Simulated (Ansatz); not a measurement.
Molecule: C2H7Al (charge 0, singlet). 
Structure (B3LYP-D3(BJ)/def2-TZVP (Ansatz, a first-principles code) minimum search):
```
Al
H 1 1.5884
C 1 1.9583 2 119.26
H 3 1.0927 1 112.73 2 156.58
H 3 1.0929 4 108.32 1 125.04
H 3 1.0966 4 106.76 5 114.24
C 1 1.9583 2 119.93 3 -179.85
H 7 1.0919 1 113.15 2 18.26
H 7 1.0938 8 108.26 1 -124.59
H 7 1.0964 8 107.02 9 -114.15
```
Charge 0, spin multiplicity 1.

Computed values are from Ansatz. Valence correlation only, unless marked. Open shells are spin-unrestricted. No spin-orbit coupling. No relativistic terms. Basis-set limits of correlation are two-point, X^-3; Hartree-Fock from the larger set.

Question: What is the T1 diagnostic at CCSD/aug-cc-pV(Q+d)Z?

Answer: 0.009.

Question: What is the atomisation energy De at CCSD(T)/CBS(aug-cc-pV(T+d)Z,aug-cc-pV(Q+d)Z)?

Answer: 823.2 kcal/mol.

Question: What is the dipole moment at CCSD(T)/aug-cc-pV(D+d)Z?

Answer: 0.59 D.

Question: What is the total energy at CCSD(T)/CBS(aug-cc-pV(T+d)Z,aug-cc-pV(Q+d)Z)?

Answer: -322.3249 Eh.
